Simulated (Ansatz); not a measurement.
Cartesian coordinates (Å):
```xyz
4

Y      0.0060     0.0309    -0.0180
Cl     1.8042    -0.7063    -1.5222
Cl    -2.2690     0.5068    -0.8161
F      0.4028     0.2432     1.9059
```
Charge 0, spin multiplicity 1.

Computed with frozen-core CCSD(T)/def2-TZVPP // r2SCAN-D4/def2-SVP (Ansatz, a program for electronic structure).

| Property | Result |
|---|---|
| HF energy | -1056.68606 Ha |
| MP2 correlation energy | -0.87408 Ha |

Task: Estimate the CCSD correlation energy, the (T) correction, the total energy and the T1 diagnostic.

Result: 
| Quantity | Result |
|---|---|
| CCSD correlation energy | -0.90484 Ha |
| (T) correction | -0.03338 Ha |
| CCSD(T) total energy | -1057.62429 Ha |
| T1 diagnostic | 0.012 |
